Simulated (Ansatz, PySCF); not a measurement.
Reaction (SMILES): CC(C)C -> C[CH]C + [CH3] (CH3) (the C-C bond at the site shown breaks; other sites are not compared here)
Geometries: B3LYP-D3(BJ)/def2-TZVP minima from Ansatz (an electronic-structure program).
Geometry of the first species:
```xyz
14

C     -0.0001     0.0018     0.3735
H     -0.0004     0.0072     1.4696
C      0.0053     1.4545    -0.1028
H      0.0058     1.5017    -1.1956
H     -0.8762     1.9925     0.2527
H      0.8904     1.9861     0.2532
C      1.2575    -0.7325    -0.0917
H      1.3032    -0.7643    -1.1842
H      2.1624    -0.2356     0.2644
H      1.2737    -1.7623     0.2716
C     -1.2627    -0.7234    -0.0925
H     -1.3079    -0.7549    -1.1849
H     -1.2865    -1.7530     0.2709
H     -2.1642    -0.2200     0.2631
```

Quantity: bond dissociation energy (enthalpy at 298 K, with B3LYP-D3(BJ) rigid-rotor harmonic-oscillator terms from PySCF), in kcal/mol. Correlated levels leave the core frozen unless marked. Open shells are spin-unrestricted. No spin-orbit coupling. Non-relativistic. CBS marks a two-point X^-3 extrapolation of the correlation energy; Hartree-Fock from the larger set. [CCSD(T)-MP2]/basis is that difference in the basis named.

```json
[
 {"level": "BLYP-D3(BJ)/def2-TZVPD", "program": "Ansatz + dftd3", "bond dissociation energy (kcal/mol)": "80.3"},
 {"level": "revPBE-D3(BJ)/def2-TZVPD", "program": "Ansatz + dftd3", "bond dissociation energy (kcal/mol)": "81.7"},
 {"level": "PBE0-D4/def2-TZVPD", "program": "Ansatz + dftd4", "bond dissociation energy (kcal/mol)": "84.4"},
 {"level": "r2SCAN0/def2-TZVPD", "program": "Ansatz", "bond dissociation energy (kcal/mol)": "77.6"}
]
```

What does RI-MP2/CBS(cc-pVTZ,cc-pVQZ)+[CCSD(T)-MP2]/cc-pVTZ (Ansatz) give?

88.8 kcal/mol
